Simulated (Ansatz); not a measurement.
A run for Ansatz (an electronic-structure program): R-B3LYP/def2-TZVPP on H4O3Si (SMILES O[SiH](O)O), a point of a torsion scan.

Ansatz 0.2 input:
```yaml
crystal:
  periodic: [false, false, false]
  atoms:
    - {symbol: O, position_ang: [1.38058512, 0.29184702, -0.61457252]}
    - {symbol: Si, position_ang: [0.02515553, -0.00563633, 0.22685385]}
    - {symbol: O, position_ang: [-1.14692879, 0.94074247, -0.37404594]}
    - {symbol: O, position_ang: [-0.39850844, -1.55816213, 0.02975242]}
    - {symbol: H, position_ang: [2.17878310, -0.17904969, -0.40006305]}
    - {symbol: H, position_ang: [0.22679088, 0.27596262, 1.64282089]}
    - {symbol: H, position_ang: [-0.92819943, 1.82372417, -0.65351125]}
    - {symbol: H, position_ang: [-1.31099165, -1.80818154, 0.13195797]}
basis:
  gaussian:
    orbitals: def2-TZVPP
hamiltonian:
  xc: {name: B3LYP}
scf: {lower_state_search: off}
```

Program output:

```
WARN ansatz: RAYON_NUM_THREADS=1 ignored (pool sized by the plan → 1); use --threads N
Functional definition: B3LYP
these checks for a lower state are left out or cut short: stability, starts, cluster_reference, orbital_swaps, neighbouring_geometries, increment
integrals: 0.09 GiB planned
980 factors; their error is unknown
mean field: 0.86 GiB planned
mean field evaluation 1: about -14078.8596 eV, gradient 9.3e1 eV
mean field evaluation 2: about -14053.8384 eV, gradient 1.5e2 eV
mean field evaluation 4: about -14091.8870 eV, gradient 2.0e0 eV
mean field evaluation 8: about -14091.8917 eV, gradient 4.3e-2 eV
mean field evaluation 16: about -14091.9145 eV, gradient 9.2e-6 eV
mean field -14091.91447906 eV, -517.8683052629 hartree, gradient 9.2e-6 eV, S^2 0.000000; 0 other end points of the search recorded, 0 dependent functions left out
reference -14091.91470187 eV, -517.8683134507 hartree; 21, 21 occupied and 170, 170 virtual orbitals, 980 factors
Total energy: -14091.91470187 eV, -517.8683134507 hartree
Checks for a lower state left out: stability, starts, cluster_reference, orbital_swaps, neighbouring_geometries, increment
```

Self-consistency was reached.

Cost: roughly 3 core-seconds.
